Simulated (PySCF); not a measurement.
NMR data simulated for an unnamed compound:

¹H NMR (300 MHz, computed): δ 4.60 (s, 1H), 4.23 (s, 3H), 4.07 (m, 1H), 3.92 (m, 3H), 2.05 (br s, 1H), 1.51 (d, 3H).

¹³C{¹H} NMR (computed): δ 122.5 (C), 106.4 (C), 59.7 (CH), 23.8 (CH3).

PySCF 2.14.0 with density-fitted response routines calculation with PBE0/pcSseg-1 with gauge-including orbitals and geometry: GFN2-xTB; single conformer, no relativistic terms, no solvent model, fast rotation and ring inversion assumed for equivalent nuclei.

Shifts are taken against calculated references (same method and geometry level): ¹H and ¹³C against TMS.

**Question.** Which of these does the molecule contain: an aldehyde, a nitrile, a Si–H bond, a C≡C triple bond, a Si–CH3 group, an OH group?

**Answer.** 
- An aldehyde: no.
- A nitrile: no.
- A Si–H bond: yes (δH 3.92 (m)).
- A C≡C triple bond: yes (δC 122.5, 106.4).
- A Si–CH3 group: no.
- An OH group: yes (δH 2.05 (br s)).

The data belong to `C[C@@H]([SiH3])O[Si@H](O)C#C[SiH3]`, C4H12O2Si3; they needn't prove each group on their own.

Carbon signals by region: 2 in the sp2 and nitrile region (100–160 ppm), 1 at 50–100 ppm, 1 below 50 ppm.

The OH or NH signal is concentration- and solvent-dependent in practice; the value given is the gas-phase one. Shifts are as computed. Against solution values, carbons near 30 ppm lie about +3 ppm off and those near 130 ppm about +5 ppm. Of 1211 compounds with measured shifts, 218 miss one by over three times the rms of a fit or turn the order of signals round; such compounds aren't used in these exercises. Multiplicities follow the n + 1 count of equivalent neighbours, as no J values were calculated; m marks all less simple cases, F and P coupling included.
